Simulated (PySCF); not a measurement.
**IrH2 at several levels of theory**

All levels use the PBE0 minimum (doublet; Ir–H 1.539 Å (×2); H–Ir–H 89.8°), basis [Ir def2-TZVP with ECP60, H def2-TZVP], scalar-relativistic core potentials, density fitting, no spin–orbit coupling, PySCF. For vertical energies the ionised species is a triplet (spins chosen at PBE0 and kept) and the electron-attached one a singlet. Atomisation goes to high-spin ground-configuration atoms, without zero-point energy. Open shells are unrestricted, also as the reference of the correlated levels. A dash marks a value that was not computed or is not defined at that level.

```
  level  atomisation (kJ/mol)  vertical IP (eV)  vertical EA (eV)  −ε(HOMO) (eV)  dipole (D)
   PBE0                   650              9.00              0.68           6.46        1.84
     HF                   351              7.52             -0.93          10.08        2.92
    MP2                   601              8.86              0.92              –           –
    PBE                   685              9.17              0.95           5.04        1.50
CCSD(T)                     ?                 ?                 ?              –           –
 r2SCAN                   669              8.99              0.76           5.28        1.70
  B3LYP                   650              9.16              0.86           6.27        1.76
  TPSSh                   678              9.00              0.73           5.69        1.84
LC-wPBE                   646              8.90              0.48           9.22        2.31
r2SCAN0                     ?                 ?                 ?              ?           ?
```

(1) Fill in the row of CCSD(T).

(2) Fill in the row of r2SCAN0.

Answers

(1) atomisation (kJ/mol) 603, vertical IP (eV) 8.65, vertical EA (eV) 0.62.

(2) atomisation (kJ/mol) 639, vertical IP (eV) 8.90, vertical EA (eV) 0.58, −ε(HOMO) (eV) 6.66, dipole (D) 1.95.

For IrH₂ itself CCSD(T) correlates 19 electrons; T1 = 0.027, D1 = 0.089, (T) = -35 kJ/mol.

Without diffuse functions attachment energies tend to come out too low.

Open d and f shells are described by one determinant, and the ground state may have another occupation or spin. With an element this heavy the missing spin–orbit coupling can shift these numbers.
